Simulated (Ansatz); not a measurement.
Basis-set extrapolation for CH6BNOSi (PBE0-D4/def2-TZVP geometry, frozen core, the Gaussian-basis code of Ansatz). Multiplicity 1, RHF reference.

```tsv
	def2-TZVPP	def2-QZVPP
HF	-484.302541	-484.320268
MP2 correlation	-0.842839	-0.902282
CCSD(T) correlation	-0.920464	not run
```

Energies in hartree. Use E(X) = E(∞) + A·exp(−7.88·√X) for Hartree–Fock and E(X) = E(∞) + B·X^(−2.97) for correlation, with X = 3 and 4, and add CCSD(T) minus MP2 of the smaller set to the MP2 limit.

Q: What is the CCSD(T) energy at the basis-set limit?

A: HF limit: -484.320268 + (-0.017727) × 0.13774 = -484.32271. MP2 limit: -0.902282 + (-0.059443) × 0.74074 = -0.94631. Higher-order term: -0.920464 − (-0.842839) = -0.07762. Total: -485.34664 hartree, 77.6 kcal/mol below CCSD(T)/def2-TZVPP.
